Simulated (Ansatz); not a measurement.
**Question.** Predict a relaxed structure of Bi₃⁺, charge 1, singlet, at B3LYP-D4/def2-SVP (Ansatz).

**Answer.** 
```tsv
atom	x (Å)	y (Å)	z (Å)
Bi1	0.515	-1.253	-1.003
Bi2	-1.080	-0.315	1.255
Bi3	0.565	1.568	-0.252
```
Point group D3h (tolerance 0.1 Å). This is one stationary point.

In the def2 sets Bi takes a core potential; there is no spin–orbit coupling. The structure comes from a short search, and lower isomers may exist.
